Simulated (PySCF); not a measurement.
C5H7FNS (doublet state).
Structure used (GFN2-xTB), in Å, numbered top down from 1:
```
atom  x, y, z in Å
C1    -2.7049    0.5545   -0.2768
N2    -1.6215    0.0283    0.0568
C3    -0.5297    0.8368    0.5140
C4     0.6889    0.5292   -0.3440
C5     1.1674   -0.9276   -0.3050
C6     2.5656   -0.5372    0.0505
F7     3.3485   -1.2980    0.8381
S8     2.2635    1.1549    0.3933
H9    -3.5046   -0.0883   -0.6131
H10   -2.9072    1.6311   -0.2454
H11   -0.7469    1.9177    0.4920
H12   -0.3177    0.5429    1.5473
H13    0.5670    0.9270   -1.3514
H14    0.6548   -1.5057    0.4692
H15    1.0724   -1.4698   -1.2476
```

The hyperfine couplings belong to this conformer and change with its torsions.

Identity: `F[C]1C[C@@H](CN=C)S1` [radical].

The calculation used UKS B3LYP, pcH-1 on C F H N S, non-relativistic, mean-field spin-orbit, GIAO in PySCF. One conformer (not necessarily the lowest) at the GFN2-xTB geometry, without solvent, vibrations or thermal averaging. Couplings are sensitive to structure, and on GFN2-xTB geometries they can be far from those on DFT ones. No stability test was run, so a lower SCF solution isn't excluded.

Problem. Predict the first-order ENDOR lines of C3, C4, H14, H15, H12, H13, H9 and H10 under fast tumbling at B = 347.5 mT (X band).

Solution. ν± = |νn ± a/2|, one line for each electron-spin manifold; νn = |g_N| × 7.62259 MHz/T × B.

```tsv
nuclei	isotope	g_N	νn (MHz)	a_iso (MHz)	lower line (MHz)	upper line (MHz)
C3	13C	1.4048	3.72	14.00	3.28	10.72
C4	13C	1.4048	3.72	1.29	3.07	4.37
H14	1H	5.5857	14.80	65.63	18.02	47.61
H15	1H	5.5857	14.80	61.58	15.99	45.59
H12	1H	5.5857	14.80	2.06	13.76	15.83
H13	1H	5.5857	14.80	-1.78	13.90	15.69
H9	1H	5.5857	14.80	0.71	14.44	15.15
H10	1H	5.5857	14.80	0.62	14.49	15.10
```

The rows for 13C, of low natural abundance, apply to labelled samples.

Problem. Which pairs are centred on the nuclear Larmor frequency, and which on half the coupling?

Solution. Centred on νn, since |a| < 2νn: C4, H12, H13, H9 and H10. Centred on |a|/2 and split by 2νn: C3, H14 and H15.

Problem. At what field would the lower line of H14 fall to zero frequency?

Solution. Where νn = |a|/2, that is B = 32.82 MHz/(5.5857 × 7.62259 MHz/T) = 771 mT, as far as first order holds there.

Couplings of abundant isotopes left out: F7 (230.6 MHz).

The Mulliken spin populations are largest on C6 (+0.77) and S8 (+0.14). The angles at C6 add up to 342.4°, so it is pyramidal.
